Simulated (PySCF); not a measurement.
# How methods differ on the excitation energy of Se

Se [Ar] 3d10 4s2 4p4 (3P) → Se [Ar] 3d10 4s1 4p5 (3P), as a difference of total energies. All numbers are calculated (PySCF 2.14, scalar relativity by spin-free X2C-1e, in x2c-QZVPPall (11s8p5d4f1g, 97 functions)). Correlated levels: valence: [Ar] 3d10 frozen; valence and next inner shell: [Ne] frozen. The calculations carry no spin-orbit coupling.

```csv
method,excitation energy (cm⁻¹)
UHF,94676
LDA,87077
PBE,86580
PBE0,88866
r2SCAN,87472
B2PLYP,88241
CAM-B3LYP,90521
B97-3,88594
BHandHLYP,91505
ROHF,95368
MP2 (valence),87654
SCS-MP2 (valence),86790
MP2 (valence and next inner shell),88461
SCS-MP2 (valence and next inner shell),87359
```

A first-order spin-orbit estimate (lowest level to lowest level, LS coupling) adds -0.013 eV.

The upper state lies above the first ionisation limit, where it may autoionise and the basis confines it.
